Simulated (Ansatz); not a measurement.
## What each rung costs, and what it gives

Saddle point of CH$_{9}$NSn, singlet (CH₇NSn ([CH3][NH][SnH3]) + H₂ → CH₅N ([CH3][NH2]) + SnH₄; bonds formed: Sn1–H8, N2–H7; bonds broken: Sn1–N2, H7–H8), PBE0-D4/def2-TZVP structure:

Sn1  (-0.574, 1.177, 0.863)
N2  (0.167, -0.742, 0.155)
C3  (0.159, -0.984, -1.282)
H4  (-2.209, 0.852, 0.372)
H5  (-0.050, 2.494, -0.077)
H6  (-0.600, 1.352, 2.554)
H7  (1.180, -0.194, 0.639)
H8  (1.614, 0.698, 1.100)
H9  (-0.194, -1.540, 0.672)
H10  (0.640, -1.934, -1.526)
H11  (-0.854, -0.993, -1.698)
H12  (0.722, -0.186, -1.774)
(Å)

Barriers are electronic and count from the start structure reached by relaxing down the imaginary mode.

Computed with Ansatz 0.2.0 (basis: as named in each row); correlated methods freeze the cores. Filled d shells of the heavier atoms are correlated. Core potentials replace the inner electrons of the atoms past krypton. The def2 sets are not built for correlating such inner shells, so the correlated values are less sure here. B3LYP uses VWN-RPA correlation. Extrapolation: Hartree–Fock as exp(−7.88 √X), correlation as X^−2.97.

Times are rough, for one single point on 4 threads of a shared host (Arm Neoverse V1).

The estimate by CCSD(T) at an estimated basis limit (MP2 extrapolated from triple and quadruple zeta, plus CCSD(T) − MP2 in triple zeta) is 141.5 kJ/mol.

```tsv
method	basis	time (s)	barrier (kJ/mol)	method less estimate
SPW92	def2-SVP	under 1	69.0	-72.5
PBE-D4	def2-SVP	under 1	98.1	-43.3
PBE0-D4	def2-SVP	under 1	111.4	-30.0
SPW92	def2-TZVPP	1	80.9	-60.6
PBE-D4	def2-TZVPP	2	110.4	-31.1
BLYP-D4	def2-TZVPP	2	124.3	-17.2
BHLYP-D4	def2-TZVPP	2	146.2	4.7
B3LYP-D4	def2-TZVPP	2	132.5	-9.0
PBE0-D4	def2-TZVPP	2	121.9	-19.5
CAM-B3LYP-D4	def2-TZVPP	3	137.2	-4.2
wB97M-V	def2-SVP	4	123.2	-18.3
r2SCAN-D4	def2-TZVPP	4	120.9	-20.6
r2SCAN0-D4	def2-TZVPP	4	129.3	-12.1
B2PLYP	def2-TZVPP	5	142.8	1.4
PBE-QIDH	def2-TZVPP	5	137.1	-4.4
CCSD(T)	def2-SVP	6	139.5	-2.0
RPA on PBE	def2-TZVPP	6	146.5	5.0
wB97X-V	def2-TZVPP	7	141.2	-0.3
wB97M-V	def2-TZVPP	8	138.3	-3.2
B97M-V	def2-TZVPP	8	119.4	-22.1
MP2	def2-QZVPP	20	145.7	4.2
CCSD(T)	def2-TZVPP	150	145.2	3.8
```

All methods are single points on the PBE0-D4 structures.

The T1 diagnostic stays at or below 0.014.

Labels in which every atom is bracketed show which atoms are joined, not bond orders.
